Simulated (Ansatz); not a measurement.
Consider the ligand exchange at the In–C bond: `B[SiH2][CH2][InH2]` + `C=N` → `C=[N][InH2]` + `B[SiH2]C`.

Calculated with Ansatz (gas phase, PBE0-D4/def2-TZVP geometries, no zero-point term in ΔE). CCSD(T)/CBS adds triple-zeta CCSD(T) − MP2 to the extrapolated MP2 energy (def2 sets, frozen cores). This one scheme is used for every species. DFT in def2-TZVPP. B3LYP here is the variant with VWN-RPA as its local correlation; programs differ in this. Elements past krypton have def2 core potentials. For In outer-core shells are correlated without core-valence functions, which leaves a few kJ/mol of doubt a bond. One conformer a species, not always the lowest.

`B[SiH2][CH2][InH2]`:

```xyz
12

B    -1.392   -1.055    0.672
Si    0.402   -0.343    1.226
C     1.359    0.283   -0.248
In   -0.126    0.980   -1.668
H    -1.936   -0.593   -0.306
H    -2.037   -1.866    1.267
H    -0.020    0.822    2.073
H     1.161   -1.273    2.112
H     1.930   -0.522   -0.716
H     2.047    1.080    0.038
H    -0.412    0.037   -3.086
H    -0.976    2.450   -1.363
```

`C=N`:

Z-matrix (Å, degrees):
```
C
N 1 1.261
H 1 1.096 2 124.9
H 1 1.092 2 118.8 3 -180.0
H 2 1.021 1 111.0 3 -0.0
```

`C=[N][InH2]`:

Cartesian coordinates in Å:
```
C 0.127 -1.083 -0.920
N 0.098 -0.951 0.332
In -0.119 0.994 1.057
H 0.240 -2.084 -1.368
H 0.048 -0.265 -1.662
H -0.230 2.184 -0.195
H -0.164 1.205 2.756
```

`B[SiH2]C`:

```xyz
10

B    -1.087   -0.973    1.147
Si    0.150   -0.537   -0.376
C     0.677    1.258   -0.517
H    -1.442   -0.175    1.966
H    -1.497   -2.092    1.268
H    -0.511   -0.971   -1.645
H     1.357   -1.405   -0.212
H     1.191    1.582    0.391
H     1.352    1.406   -1.362
H    -0.191    1.906   -0.659
```

| level | ΔE (kcal/mol) | difference from CCSD(T)/CBS |
| --- | --- | --- |
| r2SCAN-D4 | -1.2 | -1.8 |
| B3LYP-D4 | -2.3 | -2.9 |
| ωB97X-V | -1.2 | -1.8 |
| ωB97M-V | -0.3 | -0.9 |
| B2PLYP | -2.7 | -3.3 |
| r2SCAN | -1.5 | -2.1 |
| PBE0 | -1.1 | -1.7 |
| B3LYP | -3.9 | -4.5 |
| HF/def2-TZVPP | -4.8 | -5.4 |
| MP2/def2-TZVPP | 0.1 | -0.5 |
| CCSD(T)/def2-TZVPP | 0.2 | -0.4 |
| HF/def2-QZVPP | -4.9 | -5.5 |
| MP2/def2-QZVPP | 0.3 | -0.3 |
| HF/CBS(def2) | -4.9 | -5.5 |
| MP2/CBS(def2) | 0.6 | 0.0 |
| CCSD/CBS(def2) | 0.3 | -0.3 |
| CCSD(T)/CBS | 0.6 | 0 |

Largest T1 diagnostic among the species: 0.015.

From PBE to PBE0 (25 % exact exchange), in def2-TZVPP and without D4, ΔE moves by +0.7 kcal/mol. In def2-TZVPP, CCSD(T) changes the Hartree–Fock value by +5.0 kcal/mol (the triples alone add +0.3 kcal/mol) and MP2 by +4.9 kcal/mol. The D4 term adds +1.6 kcal/mol with B3LYP and +0.9 kcal/mol with PBE0; it sums over pairs of atoms, weighted by their polarisabilities, and B3LYP, whose exchange is more repulsive, gets the larger term.
